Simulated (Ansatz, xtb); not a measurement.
## H2PSSe: which of two isomers lies lower

Structure X is `[S]P[SeH]`, a doublet and structure Y is `SP[Se]`, a doublet. Both are isolated molecules in the gas phase, relaxed with PBE0-D3(BJ)/def2-SVP; the shapes shown needn't be the lowest conformers.

X (Å):

```yaml
atoms:
  - { symbol: P, position_ang: [-2.0073, -1.5365, -0.3250] }
  - { symbol: S, position_ang: [-3.7480, -2.1884, 0.3028] }
  - { symbol: Se, position_ang: [-1.9319, 0.3464, -1.5927] }
  - { symbol: H, position_ang: [-1.4356, -2.4111, -1.2963] }
  - { symbol: H, position_ang: [-2.3813, 1.1811, -0.4673] }
```

Y (Å):

```xyz
5

P    -0.4500   -0.1129   -0.1962
S     1.1394    1.2986   -0.1020
Se    0.1093   -2.1061   -0.7318
H     1.4391    1.0196    1.1856
H    -1.1013    0.4508   -1.3285
```

Energies in hartree; the thermal terms are from PBE0-D3(BJ)/def2-SVP harmonic frequencies (ideal gas, rigid rotor, one conformer each, 298.15 K, 1 atm) and include the zero-point energy:

```
                               X            Y
E, CCSD(T)/def2-SVP  −3139.256725  −3139.264540
  zero-point energy      0.018856      0.019444
       H(298 K) − E      0.024807      0.025459
       G(298 K) − E     −0.011737     −0.011314
```

Task: Work out ΔE, ΔE₀, ΔH and ΔG for X → Y in kJ/mol (1 Eh = 2625.50 kJ/mol) and the equilibrium ratio [Y]/[X].

Result: 1. ΔE = −3139.264540 − (−3139.256725) = −0.007815 Eh = −20.52 kJ/mol.
2. ΔE₀ = ΔE + ΔZPE = −0.007815 + (+0.000588) Eh = −18.97 kJ/mol.
3. ΔH = ΔE + (+0.000652) Eh = −18.81 kJ/mol.
4. ΔG = ΔE + (+0.000423) Eh = −19.41 kJ/mol, so ΔS = (ΔH − ΔG)/T = +2.0 J/(mol K).
5. kT = 0.9442 mEh, so K = [Y]/[X] = exp(−ΔG/kT) = exp(+7.83) ≈ 2.5 × 10^3.

Structure Y is favoured at this temperature. An error of 4 kJ/mol in ΔG would change K by a factor of 5. Mirror images and further conformers aren't counted.

As drawn, Y has 1 S–H in place of 1 Se–H.

Other levels gave ΔE = −36.4 (GFN2-xTB); −35.7 (HF/STO-3G, GFN2-xTB geometries); −11.9 (r2SCAN-D4/def2-SVP, GFN2-xTB geometries); −16.3 (PBE0-D3(BJ)/def2-SVP); −32.8 (HF/def2-SVP); −18.5 (MP2/def2-SVP) kJ/mol. Open shells are spin-unrestricted. The correlated steps freeze 19 core orbitals; the filled d shell of Se is correlated, in a basis made for valence electrons. Programs: Ansatz 0.2.0, xtb 6.7.1.
